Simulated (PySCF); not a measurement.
Mg(NMe2)(SeH) (C2H7MgNSe), SMILES C[N](C)[Mg][SeH].

Geometry: PBE-D3(BJ)/def2-SVP. The values are those of a single conformer.

Two levels are set side by side: TDDFT-PBE/def2-SVPD (PySCF) and TDDFT-LC-ωPBE/def2-SVPD (PySCF). Vertical, same geometry. The lowest singlet is HOMO→LUMO 100 % with PBE and HOMO→LUMO 81 % with the other functional; states are paired by order. Differences are taken from unrounded values.

| quantity | TDDFT-LC-ωPBE |
|---|---|
| lowest singlet excitation (eV) | 4.08 |
| lowest triplet excitation (TDA) (eV) | 3.79 |
| first bright state (f over 0.05) (eV) | 4.97 |
| its oscillator strength | 0.07 |

Problem. What does TDDFT-PBE give, and how far is it from TDDFT-LC-ωPBE? (Estimate from the structure and the level; the computed values follow.)

Solution. 
```json
[
 {"quantity": "lowest singlet excitation (eV)", "TDDFT-PBE": "2.52", "TDDFT-PBE minus TDDFT-LC-ωPBE": "-1.57"},
 {"quantity": "lowest triplet excitation (TDA) (eV)", "TDDFT-PBE": "2.31", "TDDFT-PBE minus TDDFT-LC-ωPBE": "-1.47"},
 {"quantity": "first bright state (f over 0.05) (eV)", "TDDFT-PBE": "3.68", "TDDFT-PBE minus TDDFT-LC-ωPBE": "-1.29"},
 {"quantity": "its oscillator strength", "TDDFT-PBE": "0.05", "TDDFT-PBE minus TDDFT-LC-ωPBE": "-0.02"}
]
```

A lower first singlet is the usual sign of a functional without exact exchange. Differences between two approximate levels are no errors against the true value.

Rough cost on one machine, each run with all the roots and properties that it gave: TDDFT-LC-ωPBE against TDDFT-PBE about 6 times.
